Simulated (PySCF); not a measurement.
# CoO₂F + H₂O → CoO₂(OH) + HF

Level: PBE0 in the def2-TZVP basis family, all electrons, no relativity, computed in PySCF with density fitting; open shells unrestricted.

| species | state and structure | E (Eh) | ZPE (kJ/mol) | H(298 K) − H(0) (kJ/mol) | S° (J/(mol K)) |
| --- | --- | --- | --- | --- | --- |
| CoO₂F | quintet, Cs, Co–F 1.720 Å, Co–O 1.634 Å (×2); F–Co–O 125.1°, F–Co–O 147.9°, O–Co–O 87.0° | -1632.58004 | 16.3 | 15.7 | 323.8 |
| H₂O | singlet, C2v, O–H 0.960 Å (×2); H–O–H 105.1° | -76.37736 | 56.5 | 9.9 | 188.7 |
| CoO₂(OH) | triplet, Cs, Co–O 1.560 Å (×2), Co–O 1.705 Å, O–H 0.964 Å; Co–O–H 116.6°, O–Co–O 117.5°, O–Co–O 120.3° (×2) | -1608.56351 | 49.7 | 15.8 | 312.8 |
| HF | singlet, C∞v, H–F 0.920 Å | -100.39188 | 24.9 | 8.7 | 173.6 |

Task: What is the electronic reaction energy?

Result: At PBE0/def2-TZVP, ΔE = 5.3 kJ/mol from the differences of the total energies times 2625.5, uphill. 

Task: Add zero-point, thermal and entropy terms for 298.15 K and 1 bar.

Result: ΔZPE = 1.8 and Δ[H(298) − H(0)] = -1.1 kJ/mol give ΔH° = 6.0 kJ/mol. ΔS° = -26.1 J/(mol K), so ΔG° = 6.0 − 298.15 × (-0.0261) = 14 kJ/mol and log₁₀K = -2.4.

Open d or f shells are single determinants, so the state found may not be the ground state. Only the bonding shown was studied: isomers, or loss of a ligand pair, can lie lower.
